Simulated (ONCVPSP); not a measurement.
Transferability test, ONCV potential for Si

```json
{
  "Element": "Si (Z = 14)",
  "Generator": "ONCVPSP 4.0.1",
  "Type": "optimised norm-conserving Vanderbilt (ONCV)",
  "Functional": "PBE",
  "Relativity": "non-relativistic",
  "Frozen core": "[Ne]",
  "Valence charge": "4",
  "Reference configuration": "3s2 3p1 (charge +1)",
  "Partial waves": "3s: rc 1.90 bohr, ncon 4, nbas 8, qcut 3.4 1/bohr, local; 3p: rc 2.10 bohr, ncon 4, nbas 7, qcut 3.3 1/bohr, 1 projector",
  "Local potential": "the s channel",
  "Core correction": "Teter function, fcfact 2.75, rcfact 1.3"
}
```

Energies are relative to the spin-unpolarised reference configuration 3s2 3p1; without spin polarisation the order of configurations can differ from experiment.

```tsv
valence configuration	charge	ΔE all-electron (eV)	error AE − PS (meV)
3s2 3p2	0	-7.751	+3.2
3s1 3p0	+3	49.907	+47
```

Q: What are ΔE and the potential's error for 3s2 3p0?

A: ΔE = 16.005 eV all-electron; the error (AE − PS) is +6.1 meV.

Q: What are ΔE and the potential's error for 3s0 3p4?

A: ΔE = 5.913 eV all-electron; the error (AE − PS) is -15 meV.

Levels in the configuration 3s0 3p4:

| level | all-electron (eV) | pseudo (eV) |
| --- | --- | --- |
| 3p | -5.198 | -5.199 |
